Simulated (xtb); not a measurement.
xtb input:

```bash
xtb mol.xyz --gfn 2 --ohess tight --chrg 1 --uhf 0
```
mol.xyz:
```
4

F     -1.02973220    -0.56637719     0.02874053
C     -0.03353792     0.05823708     0.03589152
F      1.04464115    -0.57850312     0.00171331
H      0.01760309     1.19068285    -0.04090763
```

**Question.** What final total energy does it print?

**Answer.** -11.49440 Eh (GFN2-xTB).
